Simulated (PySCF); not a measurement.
Stepwise substitution at one centre (B Br-I). Isolated molecules, 0 K electronic values unless said otherwise. Strings in code marks are SMILES.

The four lowest singlet excitations (Tamm–Dancoff). Calculation: PBE-D3(BJ)/def2-TZVP // B3LYP-D3(BJ)/def2-TZVP (PySCF). Excitations are Tamm–Dancoff values on a coarser integration grid. The basis has no diffuse functions, so Rydberg states are missing or too high.

```
state  energy (eV)  wavelength (nm)  oscillator strength
-----  -----------  ---------------  -------------------
S1            3.08              402                0.000
S2            3.76              330                0.000
S3            3.76              329                0.000
S4            4.28              289                0.125
```

Which member gives these states?
A. `BrB(I)I`
B. `BrB(Br)I`
C. `BrB(Br)Br`
D. `IB(I)I`

D, `IB(I)I`
